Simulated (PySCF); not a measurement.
r2SCAN0 on Li- (lithium, charge -1), [He] 2s2, closed-shell 1S. All numbers are calculated (PySCF 2.14, no relativity, point nucleus, in aug-cc-pVTZ (5s4p3d2f, 46 functions)).

```
cycle= 1 E= -7.49588436014135  delta_E= -0.000373  |g|= 0.00243  |ddm|= 0.144
cycle= 2 E= -7.49590640073545  delta_E= -2.2e-05  |g|= 0.000842  |ddm|= 0.0288
cycle= 3 E= -7.49590890720932  delta_E= -2.51e-06  |g|= 5.24e-05  |ddm|= 0.00791
cycle= 4 E= -7.49590892196378  delta_E= -1.48e-08  |g|= 1.66e-05  |ddm|= 0.00136
cycle= 5 E= -7.4959089233784  delta_E= -1.41e-09  |g|= 5.39e-07  |ddm|= 0.000453
cycle= 6 E= -7.49590892338131  delta_E= -2.91e-12  |g|= 1.74e-08  |ddm|= 1.93e-05
converged SCF energy = -7.49590892338131  <S^2> = 2.220446e-16  2S+1 = 1
```

Highest occupied orbital energy: 0.441 eV; ⟨L²⟩ = 0.00; populations by l: s 4.00, p 0.00, d 0.00, f 0.00.

(1) Can this result be used?

Answers

(1) With care. The calculation finished and met its thresholds. At r2SCAN0 the highest occupied level has a positive energy, so only the finite basis holds that electron; in a semilocal or global hybrid functional this comes from self-interaction and does not mean that the real anion is unbound.
